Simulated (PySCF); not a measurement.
PySCF input file for 1,2-dichlorocyclobutene (C₄H₄Cl₂), SMILES C1C(=C(C1)Cl)Cl, TDA-PBE/def2-SVPD. Geometry: B3LYP-D3(BJ)/def2-SVP.

```python
import numpy as np
from pyscf import gto, scf, dft, tdscf

mol = gto.M(
    atom='''
    Cl   -1.86721955   -0.00000000    0.97261947
    C    -0.67217740   -0.00000000   -0.25660640
    C     0.67217740    0.00000000   -0.25660639
    Cl    1.86721954    0.00000000    0.97261948
    C     0.78589731   -0.00000000   -1.76546363
    C    -0.78589730   -0.00000000   -1.76546364
    H     1.24748323    0.90019712   -2.20105547
    H     1.24748323   -0.90019712   -2.20105547
    H    -1.24748321   -0.90019712   -2.20105548
    H    -1.24748321    0.90019712   -2.20105548
    ''',
    basis='def2-SVPD',
    charge=0,
    spin=0,
    symmetry=True,
    max_memory=1600,
    verbose=4,
)
mf = dft.RKS(mol, xc='pbe').density_fit(auxbasis='def2-universal-jkfit')
mf.grids.level = 3
mf.conv_tol = 1e-9
mf.max_cycle = 100
mf.kernel()
mf.grids = dft.Grids(mol).set(level=1).build(with_non0tab=True)  # coarser grid for the response kernel
td = tdscf.TDA(mf)
td.singlet = True
td.nstates = 10
td.conv_tol = 1e-4
td.positive_eig_threshold = 1e-6
td.kernel(x0=td.get_init_guess(mf, 15))
td.analyze()
tt = tdscf.TDA(mf)
tt.singlet = False
tt.nstates = 4
tt.conv_tol = 1e-4
tt.positive_eig_threshold = 1e-6
tt.kernel(x0=tt.get_init_guess(mf, 9))
tt.analyze(verbose=3)
```

Log of the run:

```
PySCF version 2.14.0

[INPUT] verbose = 4
[INPUT] num. atoms = 10
[INPUT] num. electrons = 62
[INPUT] charge = 0
[INPUT] spin (= nelec alpha-beta = 2S) = 0
[INPUT] symmetry True subgroup None
[INPUT] Mole.unit = angstrom
[INPUT] Symbol           X                Y                Z      unit          X                Y                Z       unit  Magmom
[INPUT]  1 Cl    -1.867219550000   0.000000000000   0.972619470000 AA   -3.528533563934   0.000000000000   1.837984421720 Bohr   0.0
[INPUT]  2 C     -0.672177400000   0.000000000000  -0.256606400000 AA   -1.270231193122   0.000000000000  -0.484915817811 Bohr   0.0
[INPUT]  3 C      0.672177400000   0.000000000000  -0.256606390000 AA    1.270231193122   0.000000000000  -0.484915798913 Bohr   0.0
[INPUT]  4 Cl     1.867219540000   0.000000000000   0.972619480000 AA    3.528533545036   0.000000000000   1.837984440617 Bohr   0.0
[INPUT]  5 C      0.785897310000   0.000000000000  -1.765463630000 AA    1.485130677932   0.000000000000  -3.336242743580 Bohr   0.0
[INPUT]  6 C     -0.785897300000   0.000000000000  -1.765463640000 AA   -1.485130659035   0.000000000000  -3.336242762478 Bohr   0.0
[INPUT]  7 H      1.247483230000   0.900197120000  -2.201055470000 AA    2.357401649688   1.701126014922  -4.159392023276 Bohr   0.0
[INPUT]  8 H      1.247483230000  -0.900197120000  -2.201055470000 AA    2.357401649688  -1.701126014922  -4.159392023276 Bohr   0.0
[INPUT]  9 H     -1.247483210000  -0.900197120000  -2.201055480000 AA   -2.357401611893  -1.701126014922  -4.159392042173 Bohr   0.0
[INPUT] 10 H     -1.247483210000   0.900197120000  -2.201055480000 AA   -2.357401611893   1.701126014922  -4.159392042173 Bohr   0.0

nuclear repulsion = 324.079921658949
point group symmetry = C2v
symmetry origin: [-2.13356181e-09  0.00000000e+00 -3.35273973e-09]
symmetry axis x: [ 1.00000000e+00 -4.46465655e-19  1.47385772e-09]
symmetry axis y: [4.46465721e-19 1.00000000e+00 7.23033591e-19]
symmetry axis z: [-1.47385772e-09  7.23033591e-19  1.00000000e+00]
num. orbitals of irrep A1 = 55
num. orbitals of irrep A2 = 28
num. orbitals of irrep B1 = 55
num. orbitals of irrep B2 = 28
number of shells = 70
number of NR pGTOs = 250
number of NR cGTOs = 166
basis = def2-SVPD
ecp = {}


[settings echo left out]
init E= -1074.84875141279
HOMO (B2) = -0.262588028383133  LUMO (A2) = -0.0781645785851071  gap/eV = 5.01842
cycle= 1 E= -1074.19894550033  delta_E= 0.65  |g|= 0.335  |ddm|= 6.08
HOMO (B2) = -0.1887642454482  LUMO (A2) = -0.0177272387452962  gap/eV = 4.65415
cycle= 2 E= -1074.1668475983  delta_E= 0.0321  |g|= 0.488  |ddm|= 1.17
HOMO (B2) = -0.215201140365178  LUMO (A2) = -0.0437443486324653  gap/eV = 4.66558
cycle= 3 E= -1074.2283866653  delta_E= -0.0615  |g|= 0.0862  |ddm|= 0.749
HOMO (B2) = -0.217601801677156  LUMO (A2) = -0.042071627386091  gap/eV = 4.77642
cycle= 4 E= -1074.23013873301  delta_E= -0.00175  |g|= 0.0365  |ddm|= 0.231
HOMO (B2) = -0.219791647713942  LUMO (A2) = -0.045348654414747  gap/eV = 4.74684
cycle= 5 E= -1074.2304489802  delta_E= -0.00031  |g|= 0.0127  |ddm|= 0.072
HOMO (B2) = -0.218371065788849  LUMO (A2) = -0.0437038780574603  gap/eV = 4.75294
cycle= 6 E= -1074.23049042636  delta_E= -4.14e-05  |g|= 0.00218  |ddm|= 0.0346
HOMO (B2) = -0.218574398581233  LUMO (A2) = -0.0439146550778946  gap/eV = 4.75273
cycle= 7 E= -1074.23049185887  delta_E= -1.43e-06  |g|= 0.00027  |ddm|= 0.00853
HOMO (B2) = -0.218574930292901  LUMO (A2) = -0.0439224319732792  gap/eV = 4.75254
cycle= 8 E= -1074.23049187834  delta_E= -1.95e-08  |g|= 7.79e-05  |ddm|= 0.00148
HOMO (B2) = -0.218574031424587  LUMO (A2) = -0.0439222756594169  gap/eV = 4.75252
cycle= 9 E= -1074.23049188025  delta_E= -1.92e-09  |g|= 9.5e-06  |ddm|= 0.000401
HOMO (B2) = -0.218573979674526  LUMO (A2) = -0.0439220295417022  gap/eV = 4.75252
cycle= 10 E= -1074.23049188028  delta_E= -2.43e-11  |g|= 2.46e-06  |ddm|= 3.74e-05
HOMO (B2) = -0.218573957386183  LUMO (A2) = -0.0439218957973786  gap/eV = 4.75252
Extra cycle  E= -1074.23049188028  delta_E= -3.41e-12  |g|= 3.07e-06  |ddm|= 1.91e-05
converged SCF energy = -1074.23049188028
tot grids = 43240
Overwritten attributes  positive_eig_threshold  of <class 'pyscf.tdscf.rks.TDA'>


******** <class 'pyscf.tdscf.rks.TDA'> for <class 'pyscf.df.df_jk.DFSymAdaptedRKS'> ********
nstates = 10 singlet
deg_eia_thresh = 1.000e-03
wfnsym = None
conv_tol = 0.0001
eigh lindep = 1e-12
eigh level_shift = 0
eigh max_cycle = 100


Excitation energies (eV)
[5.68840072 5.95743651 6.28622254 6.30421447 6.42309356 6.62672669
 6.6801235  6.8927547  7.09637977 7.2990455 ]

** Singlet excitation energies and oscillator strengths **
Excited State   1:   B2      5.68840 eV    217.96 nm  f=0.0012
      31 -> 33        0.70153
Excited State   2:   B2      5.95744 eV    208.12 nm  f=0.0193
      31 -> 34       -0.70475
Excited State   3:   A2      6.28622 eV    197.23 nm  f=0.0000
      31 -> 35       -0.68619
      31 -> 36       -0.15756
Excited State   4:   B1      6.30421 eV    196.67 nm  f=0.3277
      26 -> 32        0.16434
      29 -> 33        0.11796
      31 -> 32       -0.63693
Excited State   5:   A2      6.42309 eV    193.03 nm  f=0.0000
      30 -> 32       -0.70459
Excited State   6:   A2      6.62673 eV    187.10 nm  f=0.0000
      31 -> 35        0.15408
      31 -> 36       -0.68550
Excited State   7:   B2      6.68012 eV    185.60 nm  f=0.0000
      29 -> 32        0.69194
      31 -> 37        0.13159
Excited State   8:   B2      6.89275 eV    179.88 nm  f=0.0023
      29 -> 32       -0.12668
      31 -> 37        0.69244
Excited State   9:   A1      7.09638 eV    174.71 nm  f=0.0048
      28 -> 32       -0.13107
      31 -> 38        0.68979
Excited State  10:   A1      7.29905 eV    169.86 nm  f=0.0020
      29 -> 35       -0.11350
      30 -> 33       -0.69068

** Transition electric dipole moments (AU) **
state          X           Y           Z        Dip. S.      Osc.
  1        -0.0000     -0.0921     -0.0000      0.0085      0.0012
  2        -0.0000      0.3638     -0.0000      0.1324      0.0193
  3         0.0000      0.0000      0.0000      0.0000      0.0000
  4         1.4566      0.0000      0.0000      2.1218      0.3277
  5         0.0000     -0.0000      0.0000      0.0000      0.0000
  6         0.0000     -0.0000      0.0000      0.0000      0.0000
  7        -0.0000     -0.0152      0.0000      0.0002      0.0000
  8        -0.0000      0.1178     -0.0000      0.0139      0.0023
  9        -0.0000     -0.0000     -0.1655      0.0274      0.0048
 10        -0.0000     -0.0000      0.1055      0.0111      0.0020

** Transition velocity dipole moments (imaginary part, AU) **
state          X           Y           Z        Dip. S.      Osc.
  1        -0.0000      0.0951     -0.0000      0.0090      0.0288
  2        -0.0000      0.0880     -0.0000      0.0077      0.0236
  3         0.0000     -0.0000      0.0000      0.0000      0.0000
  4         0.0511      0.0000     -0.0000      0.0026      0.0075
  5        -0.0000     -0.0000     -0.0000      0.0000      0.0000
  6         0.0000      0.0000      0.0000      0.0000      0.0000
  7        -0.0000      0.0333      0.0000      0.0011      0.0030
  8         0.0000     -0.0209     -0.0000      0.0004      0.0012
  9        -0.0000     -0.0000     -0.0170      0.0003      0.0007
 10         0.0000     -0.0000      0.0553      0.0031      0.0076

** Transition magnetic dipole moments (imaginary part, AU) **
state          X           Y           Z
  1         0.0202     -0.0000      0.0000
  2        -0.2525      0.0000     -0.0000
  3        -0.0000     -0.0000     -0.3464
  4         0.0000     -0.2010     -0.0000
  5         0.0000     -0.0000     -0.5861
  6        -0.0000     -0.0000     -0.0394
  7         0.7119      0.0000     -0.0000
  8         0.3693     -0.0000      0.0000
  9         0.0000      0.0000     -0.0000
 10        -0.0000      0.0000     -0.0000


******** <class 'pyscf.tdscf.rks.TDA'> for <class 'pyscf.df.df_jk.DFSymAdaptedRKS'> ********
nstates = 4 triplet
deg_eia_thresh = 1.000e-03
wfnsym = None
conv_tol = 0.0001
eigh lindep = 1e-12
eigh level_shift = 0
eigh max_cycle = 100


Excitation energies (eV)
[3.98532506 5.25216014 5.87478056 5.94785001]

** Triplet excitation energies and oscillator strengths **
Excited State   1:   B1      3.98533 eV    311.10 nm  f=0.0000
Excited State   2:   B2      5.25216 eV    236.06 nm  f=0.0000
Excited State   3:   B2      5.87478 eV    211.04 nm  f=0.0000
Excited State   4:   A2      5.94785 eV    208.45 nm  f=0.0000
```

The calculation finished and met its thresholds.

Cost: about 50 core-seconds (a rough figure).
